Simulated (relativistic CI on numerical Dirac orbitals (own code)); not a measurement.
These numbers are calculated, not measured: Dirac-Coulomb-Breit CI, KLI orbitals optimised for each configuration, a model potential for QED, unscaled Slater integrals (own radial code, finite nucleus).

The strongest absorption lines from the ground level of an ion, among the configurations computed and to levels below about 345 eV (vacuum wavelength in Å, gf): 42.471 (0.79), 42.568 (5.7), 43.044 (3.5), 44.642 (0.2), 47.668 (0.45), 52.394 (0.49), 52.457 (0.36), 53.610 (0.45).

Question: Which ion is it?
A. Pt39+
B. Pb41+
C. W35+
D. Pb43+

Answer: D. Pb43+ has 39 electrons and the ground level 4s²4p⁶4d³ ⁴F3/2; the strongest line goes to 4s²4p⁶4d²4f ⁴G°5/2. The pattern of lines fixes the number of electrons, and along that sequence the line energies rise steadily with the charge (about as its square where n changes within one kind of shell, about linearly where n is kept but much faster in heavy ions where fine structure, which grows about as Z⁴, sets the gap, and irregularly where shells cross), which fixes Z. Configurations outside the model, such as inner-shell arrays, can give stronger lines. At this charge energies of transitions that change n are usually good to better than 1 %, and those within a shell (Δn = 0) to a few per cent.

LS names give the leading component of a level, which can be under half, so a name can repeat, a term be missing and a line seem to break the LS rules.
